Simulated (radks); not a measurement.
Results of a calculation; reference values are marked as such.
Task: The bromine ion Br+ is in [Ar] 3d10 4s2 4p(1/2: 2, 3/2: 2). Code: a radial shooting solver on a logarithmic mesh with Libxc functionals. Model: Dirac Kohn-Sham, PBE, spin-unpolarised, spherical densities, finite nucleus; Fermi nuclear charge, rms radius of each element as measured or else 0.836 A^(1/3) + 0.57 fm. Sub-shells are occupied by j as written (lower j first in brackets). One electron is removed from 3d5/2, 4s1/2, 4p1/2, 4p3/2 in turn, with full relaxation. Which removal costs least, and what does each cost?

Result: 4p3/2 22.499 eV; 4p1/2 23.146 eV; 4s1/2 36.371 eV; 3d5/2 90.156 eV. The 4p3/2 electron leaves first.
